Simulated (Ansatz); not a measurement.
Two structures of SiNH₅Cl₂O, singlet, reached by relaxing down either side of one saddle point (PBE0-D4/def2-TZVP). Energies are electronic, without zero-point energy. Ansatz 0.2.0; basis: def2-TZVPP and def2-QZVPP; cores frozen in the correlated methods. Extrapolation: Hartree–Fock as exp(−7.88 √X), correlation as X^−2.97. First:

```
atom    x (Å)    y (Å)    z (Å)
 Si1  -0.4775  -0.9179  -0.6359
  N2   1.0248  -0.1836  -0.2856
 Cl3  -0.3389  -2.6387  -1.7396
 Cl4  -1.3235  -1.4129   1.1546
  H5  -1.3249   0.0250  -1.3789
  H6   0.2787   1.4617   0.7648
  O7  -0.2573   2.2083   1.0668
  H8   1.6814  -0.6823   0.2980
  H9   1.5073   0.2774  -1.0449
 H10  -0.7700   1.8628   1.8005
```

Second:

Si1  (-0.768, -0.169, -0.097)
N2  (1.260, -0.141, 0.115)
Cl3  (-0.379, -1.086, -1.954)
Cl4  (-0.743, -1.453, 1.575)
H5  (-2.251, -0.179, -0.251)
H6  (1.497, 0.265, 1.015)
O7  (-0.546, 1.467, 0.096)
H8  (1.644, -1.077, 0.061)
H9  (1.666, 0.430, -0.620)
H10  (-1.378, 1.943, 0.060)
(Å)

(1) Which bonds change from the first to the second?

(2) Give the saddle point's structure and its height above each. (Judge from chemistry; the value comes from the calculation.)

No T1 diagnostic of these runs exceeds 0.010.

## Answers

(1) SiNH₃Cl₂ ([NH2][SiH]([Cl])[Cl]) + H₂O → SiH₂Cl₂O ([OH][SiH]([Cl])[Cl]) + NH₃ (still joined by a long Si–N bond); bonds formed: Si1–O7, N2–H6; bonds broken: H6–O7; bonds weakened to dative contacts: Si1–N2.

(2) By the calculation: 23.40 kcal/mol above the first and 34.54 kcal/mol above the second (CCSD(T) at an estimated basis limit (MP2 extrapolated from triple and quadruple zeta, plus CCSD(T) − MP2 in triple zeta)).
```
10
angstrom
Si -0.6092 -0.4048 -0.1946
N 1.1813 0.0205 -0.1263
Cl -0.3858 -1.9302 -1.6815
Cl -1.2218 -1.5864 1.3647
H -1.5723 0.3771 -0.9924
H 0.6709 0.9757 0.5601
O -0.4484 1.1365 0.9931
H 1.7331 -0.6743 0.3655
H 1.6013 0.1683 -1.0362
H -0.9492 1.9174 0.7474
```

The step is the kind of ligand exchange by which a precursor binds to a hydroxyl group, or is hydrolysed, in atomic layer deposition of oxides.

Labels in which every atom is bracketed show which atoms are joined, not bond orders.

For scale, one of the runs: CCSD(T)/def2-TZVPP, 258 basis functions, launched by `ansatz run in.yaml --threads 8 --pin off --events-out ev --progress --plain --max-ram 19148MiB`. The run took 85 s on 8 CPU threads of a Oxide Virtual Turin-like (shared host), with 5.7 GiB of host memory at its peak.
